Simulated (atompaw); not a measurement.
## What the settings do to the PAW (atompaw) potential of Si

Base potential:

```
Element                 : silicon
Generator               : atompaw 4.2.0.5
Type                    : PAW
Functional              : PBE
Relativity              : scalar-relativistic
Frozen core             : [Ne]
Valence charge          : 4
Reference configuration : 3s1.75 3p2.25
Partial waves           : 3s (bound): rc 1.90 bohr; 3s channel at -0.15 Ry: rc 1.90 bohr; 3p (bound): rc 2.30 bohr; 3p channel at 1.6 Ry: rc 2.30 bohr
Local potential         : troulliermartins scheme with l = 2 at 0.5 Ry, radius 1.60 bohr
Core correction         : smooth core density matched at 1.90 bohr
Augmentation charge     : besselshape compensation charge, radius 2.00 bohr; PAW radius 2.30 bohr; waves and projectors: custom rrkj gramschmidtortho
```

All-electron outer shells of the reference configuration (PBE, scalar-relativistic, ld1.x):

```json
{"shell": "2s", "level (eV)": "-139.93", "outermost node (bohr)": "0.15", "outermost maximum (bohr)": "0.45"}
{"shell": "2p", "level (eV)": "-95.98", "outermost node (bohr)": "–", "outermost maximum (bohr)": "0.39"}
{"shell": "3s", "level (eV)": "-11.01", "outermost node (bohr)": "0.72", "outermost maximum (bohr)": "1.77"}
{"shell": "3p", "level (eV)": "-4.23", "outermost node (bohr)": "0.72", "outermost maximum (bohr)": "2.14"}
```

Cutoffs, loose and tight: the cutoffs (Ry, on a coarse ladder) from which the occupation-weighted sum of valence levels, in a spherical-Bessel basis at the reference potential, stays within 10 and 1 mRy of its value at 400 Ry. They see the waves, projectors and local potential, not the compensation charge or the core. A dash means not determined.

A true bound ghost makes a file unfit for plane-wave use even where its test errors are small: the radial tests pick states by their node count and pass the ghost by.

| change | outcome | cutoff, loose | cutoff, tight | bound ghosts |
| --- | --- | --- | --- | --- |
| base | generated, no UPF (negative core plus compensation charge) | 8 Ry | 12 Ry | none |
| all radii scaled by about 0.80 (s 1.52, p 1.84 bohr); local potential troulliermartins scheme with l = 2 at 0.5 Ry, radius 1.28 bohr; augmentation besselshape compensation charge, radius 1.60 bohr; PAW radius 1.84 bohr; waves and projectors: custom rrkj gramschmidtortho; core correction smooth core density matched at 1.52 bohr | generated | 10 Ry | 21 Ry | s |
| all radii scaled by about 0.90 (s 1.70, p 2.06 bohr); local potential troulliermartins scheme with l = 2 at 0.5 Ry, radius 1.44 bohr; augmentation besselshape compensation charge, radius 1.80 bohr; PAW radius 2.06 bohr; waves and projectors: custom rrkj gramschmidtortho; core correction smooth core density matched at 1.70 bohr | generated | 10 Ry | 15 Ry | none |
| all radii scaled by about 1.08 (s 2.06, p 2.48 bohr); local potential troulliermartins scheme with l = 2 at 0.5 Ry, radius 1.72 bohr; augmentation besselshape compensation charge, radius 2.16 bohr; PAW radius 2.48 bohr; waves and projectors: custom rrkj gramschmidtortho; core correction smooth core density matched at 2.06 bohr | generated, no UPF (negative core plus compensation charge) | 8 Ry | 12 Ry | none |
| all radii scaled by about 1.17 (s 2.22, p 2.70 bohr); local potential troulliermartins scheme with l = 2 at 0.5 Ry, radius 1.88 bohr; augmentation besselshape compensation charge, radius 2.34 bohr; PAW radius 2.70 bohr; waves and projectors: custom rrkj gramschmidtortho; core correction smooth core density matched at 2.22 bohr | generated | 6 Ry | 10 Ry | none |
| all radii scaled by about 1.22 (s 2.32, p 2.82 bohr); local potential troulliermartins scheme with l = 2 at 0.5 Ry, radius 1.96 bohr; augmentation besselshape compensation charge, radius 2.44 bohr; PAW radius 2.82 bohr; waves and projectors: custom rrkj gramschmidtortho; core correction smooth core density matched at 2.32 bohr | generated | 6 Ry | 10 Ry | none |
| all radii scaled by about 1.27 (s 2.42, p 2.92 bohr); local potential troulliermartins scheme with l = 2 at 0.5 Ry, radius 2.04 bohr; augmentation besselshape compensation charge, radius 2.54 bohr; PAW radius 2.92 bohr; waves and projectors: custom rrkj gramschmidtortho; core correction smooth core density matched at 2.42 bohr | generated | 6 Ry | 10 Ry | none |

What comes out with this change to the base: all radii scaled by about 0.97 (s 1.84, p 2.22 bohr); local potential troulliermartins scheme with l = 2 at 0.5 Ry, radius 1.56 bohr; augmentation besselshape compensation charge, radius 1.94 bohr; PAW radius 2.22 bohr; waves and projectors: custom rrkj gramschmidtortho; core correction smooth core density matched at 1.84 bohr?

outcome: generated, no UPF (negative core plus compensation charge); cutoff, loose: 10 Ry; cutoff, tight: 15 Ry; bound ghosts: none.

What comes out with this change to the base: all radii scaled by about 0.74 (s 1.40, p 1.70 bohr); local potential troulliermartins scheme with l = 2 at 0.5 Ry, radius 1.18 bohr; augmentation besselshape compensation charge, radius 1.48 bohr; PAW radius 1.70 bohr; waves and projectors: custom rrkj gramschmidtortho; core correction smooth core density matched at 1.40 bohr?

outcome: generated; cutoff, loose: 18 Ry; cutoff, tight: 21 Ry; bound ghosts: s.

Reading the sweep of the scale of all radii (base = 1) (base included, trends over the rows without a ghost): The loose cutoff falls from 10 Ry at 0.9 to 6 Ry at 1.27. A larger radius leaves more room for a smooth pseudo-wave, so fewer plane waves are needed; a smaller one forces it to follow the all-electron wave where it bends sharply. Bound ghosts are found at 0.74, 0.8.
